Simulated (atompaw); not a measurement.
## Before and after: PAW (atompaw) potential for Sr

```
Element                 : strontium (Sr)
Generator               : atompaw 4.2.0.5
Type                    : PAW
Functional              : PBE
Relativity              : scalar-relativistic
Frozen core             : [Ar] 3d10
Valence charge          : 10
Reference configuration : 4s2 4p6 4d0 5s1 5p0 (charge +1)
Partial waves           : 4s (bound): rc 2.25 bohr; 5s (bound): rc 2.45 bohr; 4p (bound): rc 2.55 bohr; 5p (bound, empty): rc 2.25 bohr; 4d (bound, empty): rc 2.90 bohr; 4d channel at -0.05 Ry: rc 2.90 bohr
Local potential         : bessel scheme, radius 2.10 bohr
Core correction         : smooth core density matched at 1.75 bohr
Augmentation charge     : besselshape compensation charge, radius 2.75 bohr; PAW radius 2.90 bohr; waves and projectors: custom rrkj gramschmidtortho
```

All-electron outer shells of the reference configuration (PBE, scalar-relativistic, ld1.x):

| shell | level (eV) | outermost node (bohr) | outermost maximum (bohr) |
| --- | --- | --- | --- |
| 3d | -134.42 | – | 0.38 |
| 4s | -47.23 | 0.59 | 1.19 |
| 4p | -29.11 | 0.61 | 1.33 |
| 5s | -8.35 | 1.64 | 3.45 |
| 4d | -6.79 | 0.65 | 1.99 |
| 5p | -5.42 | 1.92 | 4.26 |

Change: augmentation besselshape compensation charge, radius 2.75 bohr; PAW radius 2.90 bohr; waves and projectors: modrrkj vanderbiltortho.

Cutoffs: the cutoffs (Ry, on a coarse ladder) from which the occupation-weighted sum of valence levels, in a spherical-Bessel basis at the reference potential, stays within 10 and 1 mRy of its value at 400 Ry; they do not see the model core or the augmentation charge, which bear on the density cutoff.

Task: What does the change do?

Result: The potential gets softer (15 Ry and 21 Ry → 12 Ry and 21 Ry); the range in which the s phases agree widens (upper end 2.2 → 3.7); the range in which the d phases agree narrows (upper end at the end of the scan → 1.2); neither file shows a bound ghost.

```csv
quantity,base,changed
"cutoff, loose",15 Ry,12 Ry
"cutoff, tight",21 Ry,21 Ry
loose cutoff by channel (10 mRy a level),"s 12 Ry, p 10 Ry","s 8 Ry, p 10 Ry"
bound ghosts,none,none
s: phases at 2.92 bohr within 0.05 rad from the reference energy up to (Ry; the scan ends near 5),2.2,3.7
p: phases at 2.92 bohr within 0.05 rad from the reference energy up to (Ry; the scan ends near 5),to the end of the scan,to the end of the scan
d: phases at 2.92 bohr within 0.05 rad from the reference energy up to (Ry; the scan ends near 5),to the end of the scan,1.2
lowest overlap eigenvalue by channel,"s 0.14, p 0.10, d 0.93","s 0.74, p 0.90, d 0.03"
```

 The cutoffs see the waves, projectors and local potential, not the compensation charge or the core.
